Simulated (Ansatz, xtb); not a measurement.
# Two structures of CH4SiSn

Structure X is a triplet given by its coordinates and structure Y is `[CH2]1[SiH2][Sn]1`, a singlet. Both are isolated molecules in the gas phase, relaxed with PBE0-D3(BJ)/def2-SVP.

X (Å):

```yaml
atoms:
  - { symbol: C, position_ang: [1.0088, -0.4649, -1.8230] }
  - { symbol: Si, position_ang: [1.1335, 0.3902, -0.1462] }
  - { symbol: Sn, position_ang: [3.1013, 0.4565, 1.4693] }
  - { symbol: H, position_ang: [1.9417, -0.9842, -2.0837] }
  - { symbol: H, position_ang: [0.1841, -1.1973, -1.8145] }
  - { symbol: H, position_ang: [0.7805, 0.2739, -2.6095] }
  - { symbol: H, position_ang: [-0.1969, 1.0600, 0.0847] }
```

Close contacts (Å): C1–Si2 1.89, Si2–Sn3 2.55, C1–H4 1.10, C1–H5 1.10, C1–H6 1.10, Si2–H7 1.51.

Y (Å):

```xyz
7

C     0.5044    0.7389   -0.2453
Si    0.6018   -1.1047   -0.4966
Sn   -0.8146   -0.0845    1.4290
H    -0.0489    1.3556   -0.9684
H     1.9341   -1.7276   -0.2380
H    -0.0371   -1.6270   -1.7411
H     1.3855    1.2822    0.1256
```

Estimate E(Y) − E(X) at the level CCSD(T)/def2-TZVP.

Calculated at CCSD(T)/def2-TZVP: E(Y) − E(X) = −2.2 kcal/mol, so structure Y lies lower.

Level by level:

```
               level              geometry  E(Y) − E(X) (kcal/mol)  departure from the last row (kcal/mol)  job, with rough time for the two
           HF/STO-3G              GFN2-xTB                      −3.2                                    −1.0               single point, 8.6 s
  r2SCAN-D4/def2-SVP              GFN2-xTB                      +3.1                                    +5.3                single point, 10 s
PBE0-D3(BJ)/def2-SVP  PBE0-D3(BJ)/def2-SVP                      +2.9                                    +5.1             optimisation, 1.8 min
        HF/def2-TZVP  PBE0-D3(BJ)/def2-SVP                     +16.1                                   +18.3           part of the CCSD(T) run
       MP2/def2-TZVP  PBE0-D3(BJ)/def2-SVP                      −4.0                                    −1.9           part of the CCSD(T) run
   CCSD(T)/def2-TZVP  PBE0-D3(BJ)/def2-SVP                      −2.2                                                     single point, 5.8 min
```

r2SCAN-D4/def2-SVP, PBE0-D3(BJ)/def2-SVP, HF/def2-TZVP put the two in the other order. The largest departure from CCSD(T)/def2-TZVP is that of HF/def2-TZVP, 18.3 kcal/mol. At CCSD(T)/def2-TZVP a singlet with the links of X lies below this triplet.

With harmonic frequencies from PBE0-D3(BJ)/def2-SVP (ideal gas, rigid rotor, one conformer each, 298.15 K, 1 atm): the zero-point term adds −2.3 kcal/mol; ΔH is −4.7 and ΔG −3.0 kcal/mol.

Open shells are spin-unrestricted. The correlated steps freeze 10 core orbitals; the filled d shell of Sn is correlated, in a basis made for valence electrons. Atoms past krypton carry core potentials in the def2 sets, other sets are all-electron and non-relativistic, and no spin–orbit term is included. ΔG holds the spin degeneracy. Run with Ansatz 0.2.0, xtb 6.7.1; the last row on 1 thread of Intel(R) Xeon(R) Processor @ 2.50GHz (Skylake/Cascade Lake) on a shared host.
